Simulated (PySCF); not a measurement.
# Electron correlation in Cd³⁺ (cadmium, charge +3)

[Kr] 4d9, 2D determinant. All numbers are calculated (PySCF 2.14, scalar relativity by spin-free X2C-1e, in x2c-TZVPPall with one added diffuse shell each of s, p, d, f type (9s7p7d3f1g, 95 functions)). Frozen: [Ar] 3d10; 17 electrons correlated.

```csv
level,correlation energy (mhartree)
CCSD,-542.54
(T),-9.94
CCSD(T),-552.48
```

Diagnostics: T1 = 0.0029, D1 = 0.0060, largest double amplitude 0.020.

Question: Is a single reference adequate?

Answer: Yes, within this model without spin-orbit coupling: T1 lies below 0.03 and no double amplitude reaches 0.07.

This basis was not built for core-valence correlation, so the inner-shell part is incomplete.
